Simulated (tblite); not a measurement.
Species: C5H8BrNSi.
SMILES with atom numbers: `[CH:1]#[C:2][Si@H:3]([NH:4][CH3:5])[C:6](=[CH2:7])[Br:8]` (hydrogens: H9 on C1; H10 on Si3; H11 on N4; H12, H13, H14 on C5; H15, H16 on C7)

Computed with GFN2-xTB (tblite), gas phase: L-BFGS steps from a force-field or distance-geometry start until the largest atomic force falls under 0.01 eV/Å.

Step 16: E = -637.1730 eV
```
atom  x, y, z in Å  |  force x, y, z in eV/Å
C1      2.9053   -1.6234   -1.0233   -0.006   0.006  -0.002
C2      1.9185   -1.1467   -0.5319    0.031  -0.029  -0.012
Si3     0.4431   -0.4590    0.3389    0.004   0.056   0.027
N4     -0.9086   -0.9478   -0.6061    0.005   0.039   0.014
C5     -2.2664   -0.6160   -0.2315   -0.006   0.015   0.000
C6      0.5434    1.4404    0.3345    0.025   0.084  -0.006
C7      0.3069    2.2683   -0.6679    0.003  -0.046   0.004
Br8     1.1407    2.1972    2.0088   -0.030  -0.032  -0.048
H9      3.7609   -2.0387   -1.4714    0.035   0.001  -0.027
H10     0.4533   -0.8710    1.7479   -0.003  -0.031   0.053
H11    -0.8441   -1.8627   -1.0245   -0.014  -0.022  -0.003
H12    -2.9615   -0.9330   -1.0083    0.026   0.020  -0.026
H13    -2.5687   -1.0822    0.7134   -0.020   0.004  -0.035
H14    -2.3398    0.4649   -0.1201   -0.016   0.003   0.042
H15     0.4156    3.3410   -0.5886   -0.013  -0.071  -0.031
H16    -0.0062    1.8777   -1.6234   -0.021   0.004   0.051
```

Step 17: E = -637.1741 eV
```
atom  x, y, z in Å  |  force x, y, z in eV/Å
C1      2.9064   -1.6238   -1.0245   -0.014   0.011   0.003
C2      1.9184   -1.1490   -0.5330    0.027  -0.024   0.001
Si3     0.4436   -0.4604    0.3421    0.019   0.056   0.004
N4     -0.9085   -0.9457   -0.6047    0.013   0.028   0.034
C5     -2.2675   -0.6148   -0.2316    0.010   0.014   0.000
C6      0.5423    1.4393    0.3350    0.012   0.066  -0.032
C7      0.3036    2.2664   -0.6676    0.028  -0.060   0.005
Br8     1.1388    2.1950    2.0061   -0.011  -0.008  -0.006
H9      3.7634   -2.0372   -1.4732    0.014   0.009  -0.018
H10     0.4555   -0.8695    1.7524   -0.003  -0.034   0.038
H11    -0.8385   -1.8592   -1.0256   -0.044  -0.017  -0.001
H12    -2.9599   -0.9300   -1.0119    0.027   0.033  -0.014
H13    -2.5744   -1.0811    0.7122   -0.003  -0.009  -0.051
H14    -2.3390    0.4661   -0.1154   -0.021  -0.005   0.022
H15     0.4175    3.3384   -0.5914   -0.025  -0.059  -0.024
H16    -0.0094    1.8745   -1.6221   -0.029   0.000   0.037
```

Step 18: E = -637.1748 eV
```
atom  x, y, z in Å  |  force x, y, z in eV/Å
C1      2.9077   -1.6243   -1.0255   -0.010   0.011   0.001
C2      1.9189   -1.1511   -0.5335    0.013  -0.012   0.016
Si3     0.4447   -0.4598    0.3440    0.028   0.029  -0.003
N4     -0.9080   -0.9433   -0.6032    0.018   0.008   0.037
C5     -2.2681   -0.6136   -0.2317    0.021   0.013  -0.003
C6      0.5420    1.4395    0.3354    0.007   0.019  -0.030
C7      0.3019    2.2646   -0.6679    0.036  -0.045  -0.004
Br8     1.1371    2.1932    2.0041    0.007   0.017   0.030
H9      3.7656   -2.0362   -1.4752   -0.007   0.016  -0.009
H10     0.4556   -0.8698    1.7554    0.001  -0.027   0.016
H11    -0.8350   -1.8569   -1.0247   -0.061   0.000   0.007
H12    -2.9582   -0.9273   -1.0146    0.026   0.039  -0.010
H13    -2.5783   -1.0808    0.7105    0.006  -0.022  -0.050
H14    -2.3397    0.4669   -0.1117   -0.020  -0.004   0.011
H15     0.4183    3.3356   -0.5938   -0.029  -0.026  -0.019
H16    -0.0123    1.8724   -1.6209   -0.036  -0.015   0.012
```

Step 19: E = -637.1754 eV
```
atom  x, y, z in Å  |  force x, y, z in eV/Å
C1      2.9086   -1.6246   -1.0264   -0.001   0.009  -0.003
C2      1.9197   -1.1528   -0.5335   -0.002   0.002   0.028
Si3     0.4462   -0.4586    0.3453    0.028  -0.009   0.002
N4     -0.9073   -0.9412   -0.6015    0.019  -0.009   0.029
C5     -2.2681   -0.6124   -0.2318    0.025   0.013  -0.007
C6      0.5422    1.4400    0.3355    0.011  -0.027  -0.010
C7      0.3013    2.2627   -0.6685    0.031  -0.018  -0.016
Br8     1.1360    2.1920    2.0033    0.018   0.034   0.049
H9      3.7673   -2.0354   -1.4768   -0.021   0.020  -0.003
H10     0.4551   -0.8710    1.7574    0.006  -0.017  -0.006
H11    -0.8336   -1.8551   -1.0233   -0.065   0.015   0.013
H12    -2.9565   -0.9248   -1.0168    0.025   0.040  -0.014
H13    -2.5808   -1.0812    0.7084    0.009  -0.032  -0.040
H14    -2.3410    0.4675   -0.1089   -0.015   0.003   0.005
H15     0.4182    3.3329   -0.5960   -0.028   0.006  -0.017
H16    -0.0150    1.8706   -1.6198   -0.039  -0.030  -0.013
```

**Question.** Estimate the geometry and energy of step 20. (The exact step hangs on the optimiser's Hessian estimate; all steps are aligned on step 19, rigid shifts and turns removed.)

**Answer.** E = -637.1762 eV, largest force 0.077 eV/Å
```
atom  x, y, z in Å  |  force x, y, z in eV/Å
C1      2.9096   -1.6246   -1.0275    0.009   0.005  -0.006
C2      1.9205   -1.1549   -0.5329   -0.016   0.016   0.039
Si3     0.4485   -0.4575    0.3472    0.019  -0.051   0.016
N4     -0.9060   -0.9389   -0.5987    0.015  -0.026   0.014
C5     -2.2676   -0.6106   -0.2322    0.021   0.014  -0.008
C6      0.5427    1.4401    0.3355    0.020  -0.065   0.024
C7      0.3013    2.2599   -0.6696    0.017   0.014  -0.028
Br8     1.1350    2.1914    2.0032    0.026   0.048   0.055
H9      3.7688   -2.0337   -1.4789   -0.029   0.020   0.001
H10     0.4553   -0.8724    1.7603    0.012  -0.005  -0.033
H11    -0.8335   -1.8526   -1.0219   -0.058   0.029   0.020
H12    -2.9536   -0.9206   -1.0199    0.022   0.040  -0.022
H13    -2.5839   -1.0822    0.7048    0.009  -0.044  -0.021
H14    -2.3425    0.4683   -0.1050   -0.006   0.016   0.001
H15     0.4175    3.3295   -0.5991   -0.025   0.037  -0.014
H16    -0.0194    1.8676   -1.6185   -0.036  -0.047  -0.037
```

The energy changes by -0.0008 eV. The first-order estimate −F·Δx gives -0.0011 eV and the mean of the old and new forces, exact on a quadratic surface, -0.0008 eV. The step makes an angle of 62° with the force vector and moves no atom by more than 0.006 Å.

What follows is the cost of the whole relaxation. The run took 1.8 s on one thread, Arm Neoverse N1 (aarch64), shared host.
